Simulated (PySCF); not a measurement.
**RhO: from constants to spectrum**

PBE constants of RhO, ⁴Σ⁻ (quartet), unpaired electrons σ ↑, π ↑↑ (Rh x2c-TZVPPall, O x2c-TZVPPall; spin-free X2C with a Gaussian nucleus (PySCF 2.14); masses 102.9055 and 15.9949 u):

```
ωe                     : 838.3 cm⁻¹
ωexe                   : 4.49 cm⁻¹
Be                     : 0.41714 cm⁻¹
αe                     : 0.00295 cm⁻¹
De to Rh (4d8 5s1) + O : 5.26 eV
```

**Question.** What force constant and bond length do these constants imply?

**Answer.** Reduced mass μred = 13.843 u; k = 5.8918×10⁻⁷·μred·ωe² (u, cm⁻¹, mdyn/Å) = 5.73 mdyn/Å; Re = √(16.8576/(μred·Be)) (u, cm⁻¹, Å) = 1.709 Å.

**Question.** Estimate the centrifugal constant D from the Kratzer relation and find the Dunham coefficient a1.

**Answer.** D = 4Be³/ωe² = 4.13e-07 cm⁻¹; a1 = −1 − αeωe/(6Be²) = -3.37.

The metal atom is held in its measured ground configuration; semilocal functionals can put another filling of s and d lower by some tenths of an eV, and De to that atom would be smaller. Spin–orbit coupling is left out, which matters for elements this heavy, above all for dissociation energies. With d or f electrons several states lie close, and the lowest PBE0 determinant need not be the measured ground state.
